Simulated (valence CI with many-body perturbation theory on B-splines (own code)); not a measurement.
Pb XVIII: magnetic and hyperfine properties of the levels

Computed by relativistic CI+MBPT: five valence electrons over a frozen Dirac-Fock core [Kr] 4d10 4f14, a basis of 9 s, 9 p, 8 d, 6 f, 3 g, 1 h functions for each j, with the one-electron correlation potential Σ1, the two-electron term Σ2, the three-electron term Σ3, Breit, model QED; selected CI, second order for the rest (own B-spline code, finite nucleus).

No measured levels were compared; by estimate levels hold to about 250 cm⁻¹ or 0.2 % of their energy and the worst to 1 %, as in measured heavy ions of charge 2 to 7. The list stops below the first excitations out of the core. Only levels of the ground parity were solved; by the run's estimate the other parity begins above the list, which can be wrong where configurations are misplaced.

A/g_I is the dipole constant over the nuclear g factor μ/I (μ in nuclear magnetons, uniformly magnetised nucleus), B/Q the quadrupole constant per barn. Both hold the static response of the core; the bare values leave it out. Large factors of s and p1/2 electrons are usually good to 5 to 10 %; those of open d and f shells near neutrality can be off by tens of per cent, and small factors of p3/2, d and f electrons come from cancelling terms and can be off by a factor of two or in sign, in half-filled shells by more. B is blank for J = 1/2, where it vanishes, and for nearly pure S terms. Energies count from the lowest level.

Levels are named by their leading jj configuration (3d3/2^4 stands for four electrons in 3d with j = 3/2), which in mixed levels can hold well under half, so a name can repeat and another be missing.

| Level | E (cm⁻¹) | g | A/g_I (MHz) | A/g_I bare | B/Q (MHz/b) | B/Q bare |
| --- | --- | --- | --- | --- | --- | --- |
| (5s^2 5p1/2^2 5p3/2) J=3/2 | 0.0 | 1.391 | 13500 | 12000 | 27200 | 25400 |
| (5s^2 5p1/2 5p3/2^2) J=3/2 | 209660 | 1.447 | -13700 | -13900 | 5970 | 5600 |
| (5s^2 5p1/2 5p3/2^2) J=5/2 | 230250 | 1.199 | 43000 | 40500 | -83.6 | -64.9 |
| (5s^2 5p1/2 5p3/2^2) J=1/2 | 256400 | 0.664 | 157000 | 150000 |  |  |

Problem. Take the isotope of mass number 207, with I = 1/2, μ = 0.5906 μN. What is the hyperfine structure of (5s^2 5p1/2 5p3/2^2) J=3/2?

Solution. From the table A = -16200 MHz. Shifts from the centre of gravity in MHz: F = 1: 20200, F = 2: -12200.
